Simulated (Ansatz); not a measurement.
Reaction (ligand exchange at the Si–Se bond): `B[Se][SiH2]F` + `OBS` → `F[SiH2]OBS` + `B[SeH]`

Isolated molecules relaxed with PBE0-D4/def2-TZVP in Ansatz; ΔE leaves out vibrations. CBS: MP2 limit from def2 TZ/QZ plus the TZ coupled-cluster correction, frozen cores. Functionals use def2-TZVPP. B3LYP here is the variant with VWN-RPA as its local correlation; programs differ in this. For Se outer-core shells are correlated without core-valence functions, which leaves a few kJ/mol of doubt a bond. Scalar relativity is left out up to krypton. Each species was taken in one conformer, which may not be the lowest.

Problem. Is it downhill or uphill in electronic energy at CCSD(T)/CBS, and by how much? (An estimate is asked.)

Solution. The calculation gave: Downhill: ΔE = -0.51 eV.

Problem. What do these levels give: PBE-D4, PBE0-D4, ωB97X-V, ωB97M-V, B2PLYP, PBE, B3LYP, SCS-MP2/def2-TZVPP, CCSD/def2-TZVPP, MP2/def2-QZVPP, HF/CBS(def2), MP2/CBS(def2)? (An estimate is asked.)

Solution. Computed: PBE-D4 -0.38, PBE0-D4 -0.42, ωB97X-V -0.52, ωB97M-V -0.52, B2PLYP -0.56, PBE -0.37, B3LYP -0.57, SCS-MP2/def2-TZVPP -0.56, CCSD/def2-TZVPP -0.58, MP2/def2-QZVPP -0.49, HF/CBS(def2) -0.72, MP2/CBS(def2) -0.47 eV.

Largest T1 diagnostic among the species: 0.013.

In def2-TZVPP, CCSD(T) changes the Hartree–Fock value by +0.16 eV (the triples alone add +0.03 eV) and MP2 by +0.20 eV. From PBE to PBE0 (25 % exact exchange), in def2-TZVPP and without D4, ΔE moves by −0.04 eV.
